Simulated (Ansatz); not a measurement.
The cluster Cs2Cl2⁻, relaxed as a doublet with UKS PBE-D4/def2-TZVPD in Ansatz, starting from the GFN1-xTB geometry. Force threshold 0.02 eV/Å.

In the def2 sets Cs takes a core potential; there is no spin–orbit coupling. The highest occupied level of the charge -1 doublet lies above zero (up to 0.63 eV). By energy differences its removal costs 0.30 eV (vertical, to the charge 0 singlet, at PBE-D4/def2-TZVPD); a positive level beside a positive removal energy at the same level points to self-interaction error. The gap within one spin of the charge -1 doublet nearly closes, so an electron or hole may be smeared out by delocalisation error. The relaxation made no stability test and no search for a lower SCF solution. The structure comes from a short search, and lower isomers may exist.

Start:

```xyz
4

Cs   -0.018   -1.999   -0.562
Cs   -0.605    1.897   -0.529
Cl    2.135    0.289   -0.522
Cl   -1.511   -0.187    1.613
```

Question: Estimate the energy that the relaxation releases and the steps that it takes.

Answer: 20.1 kJ/mol, in 7 steps; 20 s on 4 threads of Arm Neoverse V2 on a shared host. No frequencies were taken in this run, so the end may be a saddle point.

Question: Does the start keep its bonding and symmetry?

Answer: By distances, no bond broke or formed. The bond that changes most is Cs2–Cl4, from 3.12 to 3.23 Å (atoms count from 1). Point group C2 at the start, D2h at the end, both within 0.05 Å.

Question: Predict the relaxed structure.

Answer: 
```
atom   x (Å)   y (Å)   z (Å)
 Cs1   0.322  -2.277  -0.004
 Cs2  -0.322   2.277   0.004
 Cl3   1.940   0.276  -1.138
 Cl4  -1.940  -0.276   1.137
```
Bond lengths (bridged metal pairs left out): 4 × Cl–Cs 3.23 Å.
